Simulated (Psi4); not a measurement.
C4H6O4Zn (SMILES CC1[O][Zn]2([O]C(C)=[O]->2)<-[O]=1), singlet, at a GFN2-xTB geometry (such geometries of metal compounds can be far from the true shape); PBE/3-21G (Psi4).

Here is a job for Psi4.
```
memory 2 GB

molecule {
0 1
Zn   -0.00213218   -0.00048230   -0.00043732
C     0.08934617    2.30448338   -2.97259434
C     0.06009732    1.38124227   -1.78941451
O    -0.46857821    0.24796281   -1.88649319
O     0.55172751    1.74434914   -0.69403404
H     0.96313590    2.94601111   -2.91637612
H     0.08149978    1.72611245   -3.89097181
H    -0.80395332    2.92537882   -2.93898522
C    -0.08766604   -2.30410334    2.97293894
C    -0.05001408   -1.37896146    1.79148265
O    -0.99391024   -0.57877535    1.58652740
O     0.91903789   -1.41166436    0.99569749
H     0.92365326   -2.51922243    3.30336872
H    -0.67811424   -1.86106568    3.76860234
H    -0.55905197   -3.23368843    2.65942406
}

set {
  basis 3-21g
}

energy('pbe')
print_variables()
```

Output, abridged:

```
   => Loading Basis Set <=

    Name: 3-21G
    Role: ORBITAL
    Keyword: BASIS

         ---------------------------------------------------------
                                   SCF
               by Justin Turney, Rob Parrish, Andy Simmonett
                          and Daniel G. A. Smith
                              RKS Reference
         ---------------------------------------------------------

  ==> Geometry <==

    Molecular point group: c1
    Full point group: C1

    Geometry (in Angstrom), charge = 0, multiplicity = 1:

       Center              X                  Y                   Z               Mass
    ------------   -----------------  -----------------  -----------------  -----------------
         ZN          -0.002483037934    -0.000561662278    -0.000509284715    63.929142010000
         C            0.088995312066     2.304404017722    -2.972666304715    12.000000000000
         C            0.059746462066     1.381162907722    -1.789486474715    12.000000000000
         O           -0.468929067934     0.247883447722    -1.886565154715    15.994914619570
         O            0.551376652066     1.744269777722    -0.694106004715    15.994914619570
         H            0.962785042066     2.945931747722    -2.916448084715     1.007825032230
         H            0.081148922066     1.726033087722    -3.891043774715     1.007825032230
         H           -0.804304177934     2.925299457722    -2.939057184715     1.007825032230
         C           -0.088016897934    -2.304182702278     2.972866975285    12.000000000000
         C           -0.050364937934    -1.379040822278     1.791410685285    12.000000000000
         O           -0.994261097934    -0.578854712278     1.586455435285    15.994914619570
         O            0.918687032066    -1.411743722278     0.995625525285    15.994914619570
         H            0.923302402066    -2.519301792278     3.303296755285     1.007825032230
         H           -0.678465097934    -1.861145042278     3.768530375285     1.007825032230
         H           -0.559402827934    -3.233767792278     2.659352095285     1.007825032230

  Running in c1 symmetry.

  Rotational constants: A =      0.20665  B =      0.02172  C =      0.02172 [cm^-1]
  Rotational constants: A =   6195.27004  B =    651.28331  C =    651.27124 [MHz]
  Nuclear repulsion =  751.639584182393492

  Charge       = 0
  Multiplicity = 1
  Electrons    = 92
  Nalpha       = 46
  Nbeta        = 46

  ==> Algorithm <==

  SCF Algorithm Type is DF.
  DIIS enabled.
  MOM disabled.
  Fractional occupation disabled.
  Guess Type is SAD.
  Energy threshold   = 1.00e-06
  Density threshold  = 1.00e-06
  Integral threshold = 1.00e-12

  ==> Primary Basis <==

  Basis Set: 3-21G
    Blend: 3-21G
    Number of shells: 63
    Number of basis functions: 113
    Number of Cartesian functions: 113
    Spherical Harmonics?: false
    Max angular momentum: 2

  ==> DFT Potential <==

   => LibXC <=

    Version 7.1.2
    S. Lehtola, C. Steigemann, M. J. T. Oliveira, and M. A. L. Marques,  SoftwareX 7, 1–5 (2018) (10.1016/j.softx.2017.11.002)

   => Composite Functional: PBE <=

    PBE GGA Exchange-Correlation Functional

    J.P. Perdew et. al., Phys. Rev. Lett., 77(18), 3865-3868, 1996

    Deriv               =              1
    GGA                 =           TRUE
    Meta                =          FALSE

    Exchange Hybrid     =          FALSE
    MP2 Hybrid          =          FALSE

   => Exchange Functionals <=

    1.0000     XC_GGA_X_PBE

   => Correlation Functionals <=

    1.0000     XC_GGA_C_PBE

   => LibXC Density Thresholds  <==

    XC_GGA_C_PBE:  1.00E-12
    XC_GGA_X_PBE:  1.00E-15

   => Molecular Quadrature <=

    Radial Scheme          =       TREUTLER
    Pruning Scheme         =           NONE
    Nuclear Scheme         =       TREUTLER

    Blocking Scheme        =         OCTREE
    BS radius alpha        =              1
    Pruning alpha          =              1
[...]
    Fitting Condition:        1E-10

   => Auxiliary Basis Set <=

  Basis Set: (3-21G AUX)
    Blend: DEF2-UNIVERSAL-JKFIT
    Number of shells: 294
    Number of basis functions: 1225
    Number of Cartesian functions: 1225
    Spherical Harmonics?: false
    Max angular momentum: 6

  Minimum eigenvalue in the overlap matrix is 5.8910332089E-03.
  Reciprocal condition number of the overlap matrix is 1.2690373159E-03.
    Using symmetric orthogonalization.

  ==> Pre-Iterations <==

  SCF Guess: Superposition of Atomic Densities via on-the-fly atomic UHF (no occupation information).

   -------------------------
    Irrep   Nso     Nmo
   -------------------------
     A        113     113
   -------------------------
    Total     113     113
   -------------------------

  ==> Iterations <==

                           Total Energy        Delta E     RMS |[F,P]|

   @DF-RKS iter SAD: -2221.98839128875716   -2.22199e+03   0.00000e+00
   @DF-RKS iter   1: -2221.74485038345665    2.43541e-01   3.45942e-02 DIIS/ADIIS
   @DF-RKS iter   2: -2176.87099276857725    4.48739e+01   5.77262e-02 DIIS/ADIIS
   @DF-RKS iter   3: -2223.69475951889126   -4.68238e+01   1.09535e-02 DIIS/ADIIS
   @DF-RKS iter   4: -2223.88816072439886   -1.93401e-01   1.16418e-02 DIIS/ADIIS
   @DF-RKS iter   5: -2224.48966016838085   -6.01499e-01   1.83020e-03 DIIS/ADIIS
   @DF-RKS iter   6: -2224.49926778982808   -9.60762e-03   1.18348e-03 DIIS/ADIIS
   @DF-RKS iter   7: -2224.50623899337870   -6.97120e-03   4.08455e-04 DIIS/ADIIS
   @DF-RKS iter   8: -2224.50683072798074   -5.91735e-04   2.33432e-04 DIIS/ADIIS
   @DF-RKS iter   9: -2224.50705823617272   -2.27508e-04   1.00773e-04 DIIS/ADIIS
   @DF-RKS iter  10: -2224.50710719447579   -4.89583e-05   1.17129e-05 DIIS
   @DF-RKS iter  11: -2224.50710784125340   -6.46778e-07   1.83176e-06 DIIS
   @DF-RKS iter  12: -2224.50710786477566   -2.35223e-08   1.96781e-07 DIIS
  Energy and wave function converged.

  ==> Post-Iterations <==

   Electrons on quadrature grid:
      Ntotal   =   92.0000224386 ; deviation = 2.244e-05

    Orbital Energies [Eh]
    ---------------------

    Doubly Occupied:

[...]
      46A     -0.212269

    Virtual:

[...]
     113A     25.317473

    Final Occupation by Irrep:
              A
    DOCC [    46 ]
    NA   [    46 ]
    NB   [    46 ]

  @DF-RKS Final Energy: -2224.50710786477566

   => Energetics <=

    Nuclear Repulsion Energy =            751.6395841823934916
    One-Electron Energy =               -4590.5617872528091539
    Two-Electron Energy =                1742.9846912110456287
    DFT Exchange-Correlation Energy =    -128.5695960054054581
    Empirical Dispersion Energy =           0.0000000000000000
    VV10 Nonlocal Energy =                  0.0000000000000000
    Total Energy =                      -2224.5071078647756622

Computation Completed

Properties will be evaluated at   0.000000,   0.000000,   0.000000 [a0]

Properties computed using the SCF density matrix

 Multipole Moments:

 ------------------------------------------------------------------------------------
     Multipole            Electronic (a.u.)      Nuclear  (a.u.)        Total (a.u.)
 ------------------------------------------------------------------------------------

 L = 1.  Multiply by 2.5417464519 to convert [e a0] to [Debye]
 Dipole X            :          0.0035220           -0.0609987           -0.0574766
 Dipole Y            :          0.0007967           -0.0137978           -0.0130011
 Dipole Z            :          0.0007224           -0.0125112           -0.0117888
 Magnitude           :                                                    0.0600963

 ------------------------------------------------------------------------------------

  Variable Map:
  ----------------------------------------------------------------------------
[...]
  Array Variable Map:
  ----------------------------------------------------------------------------
[...]
[...]
```
